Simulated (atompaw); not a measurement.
## What the settings do to the PAW (atompaw) potential of arsenic

Base potential:

```json
{
 "Element": "arsenic (As)",
 "Generator": "atompaw 4.2.0.5",
 "Type": "PAW",
 "Functional": "PBE",
 "Relativity": "scalar-relativistic",
 "Frozen core": "[Ar]",
 "Valence charge": "15",
 "Reference configuration": "3d10 4s2 4p3",
 "Partial waves": "4s (bound): rc 1.50 bohr; 4s channel at 2.55 Ry: rc 1.50 bohr; 4p (bound): rc 1.80 bohr; 4p channel at 0.1 Ry: rc 1.80 bohr; 3d (bound): rc 1.00 bohr; 3d channel at -2.4 Ry: rc 1.00 bohr",
 "Local potential": "troulliermartins scheme with l = 3 at 0.5 Ry, radius 1.35 bohr",
 "Core correction": "smooth core density matched at 1.00 bohr",
 "Augmentation charge": "gaussian compensation charge, radius 1.50 bohr; PAW radius 1.80 bohr; waves and projectors: custom rrkj gramschmidtortho"
}
```

All-electron outer shells of the reference configuration (PBE, scalar-relativistic, ld1.x):

```json
{"shell": "3s", "level (eV)": "-190.31", "outermost node (bohr)": "0.25", "outermost maximum (bohr)": "0.52"}
{"shell": "3p", "level (eV)": "-133.68", "outermost node (bohr)": "0.22", "outermost maximum (bohr)": "0.52"}
{"shell": "3d", "level (eV)": "-40.65", "outermost node (bohr)": "–", "outermost maximum (bohr)": "0.47"}
{"shell": "4s", "level (eV)": "-14.49", "outermost node (bohr)": "0.73", "outermost maximum (bohr)": "1.61"}
{"shell": "4p", "level (eV)": "-5.19", "outermost node (bohr)": "0.78", "outermost maximum (bohr)": "2.00"}
```

Cutoffs, loose and tight: the cutoffs (Ry, on a coarse ladder) from which the occupation-weighted sum of valence levels, in a spherical-Bessel basis at the reference potential, stays within 10 and 1 mRy of its value at 400 Ry. They see the waves, projectors and local potential, not the compensation charge or the core. A dash means not determined.

A true bound ghost makes a file unfit for plane-wave use even where its test errors are small: the radial tests pick states by their node count and pass the ghost by.

| change | outcome | cutoff, loose | cutoff, tight | bound ghosts |
| --- | --- | --- | --- | --- |
| base | generated | 160 Ry | 260 Ry | s |
| all radii scaled by about 0.77 (s 1.16, p 1.38, d 0.78 bohr); local potential troulliermartins scheme with l = 3 at 0.5 Ry, radius 1.04 bohr; augmentation gaussian compensation charge, radius 1.16 bohr; PAW radius 1.38 bohr; waves and projectors: custom rrkj gramschmidtortho; core correction smooth core density matched at 0.78 bohr | failed: atompaw: The overlap operator has at least one negative eigenvalue! | – | – | – |
| augmentation gaussian compensation charge, radius 1.50 bohr; PAW radius 1.80 bohr; waves and projectors: custom rrkj vanderbiltortho | generated | 160 Ry | 260 Ry | s |
| augmentation gaussian compensation charge, radius 1.06 bohr; PAW radius 1.80 bohr; waves and projectors: custom rrkj gramschmidtortho | generated | 160 Ry | 260 Ry | s |
| augmentation sinc compensation charge, radius 1.50 bohr; PAW radius 1.80 bohr; waves and projectors: custom rrkj gramschmidtortho | generated | 160 Ry | 260 Ry | s |
| core [Ar] 3d10, valence charge 5; reference 4s2 4p3; waves now 4s (bound): rc 1.65 bohr; 4s channel at -0.6 Ry: rc 1.65 bohr; 4p (bound): rc 2.05 bohr; 4p channel at 1.6 Ry: rc 2.05 bohr; local potential troulliermartins scheme with l = 2 at 0.5 Ry, radius 1.35 bohr; core correction smooth core density matched at 1.75 bohr; augmentation gaussian compensation charge, radius 1.85 bohr; PAW radius 2.05 bohr; waves and projectors: custom rrkj gramschmidtortho | failed: atompaw: The overlap operator has at least one negative eigenvalue! | – | – | – |
| functional PBEsol | generated | 160 Ry | 260 Ry | s |
| local potential troulliermartins scheme with l = 3 at 0.5 Ry, radius 1.74 bohr | generated | 160 Ry | 260 Ry | none |
